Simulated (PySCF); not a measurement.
C3H5NS, SMILES CSCC#N, PBE0/def2-SVP optimised geometry.

```
10

C      1.72    -0.14    -1.60
S      1.41    -0.92     0.00
C     -0.41    -0.92     0.00
C     -0.98     0.42     0.00
N     -1.41     1.49    -0.03
H      1.29     0.87    -1.64
H      1.34    -0.75    -2.43
H      2.81    -0.06    -1.69
H     -0.80    -1.49    -0.86
H     -0.71    -1.45     0.91
```

Density from PBE0/def2-TZVP (PySCF 2.14.0) at that geometry.

Minimum of the electron density along straight lines between bonded atoms, close to the bond critical point (lines longer than 1.1 times the sum of covalent radii, or with two minima, are not listed):

```
bond    length / Å  ρ at the minimum / e bohr⁻³  ∇²ρ there / e bohr⁻⁵  position (fraction from the first atom)
------  ----------  ---------------------------  --------------------  ---------------------------------------
C1–S2        1.804                        0.185                 -0.32                                     0.47
S2–C3        1.818                        0.180                   ___                                     0.51
C3–C4        1.456                        0.271                 -0.75                                     0.46
C4–N5        1.158                          ___                   ___                                     0.35
C1–H6        1.100                        0.275                 -0.94                                     0.65
C1–H7        1.100                        0.274                 -0.93                                     0.65
C1–H8        1.099                        0.274                 -0.93                                     0.65
C3–H9        1.102                        0.274                 -0.94                                     0.65
C3–H10       1.101                        0.275                 -0.94                                     0.65
```

Problem. Some entries are withheld; supply them.

Solution. 
- S2–C3, ∇²ρ there / e bohr⁻⁵: -0.30
- C4–N5, ρ at the minimum / e bohr⁻³: 0.487
- C4–N5, ∇²ρ there / e bohr⁻⁵: -0.13
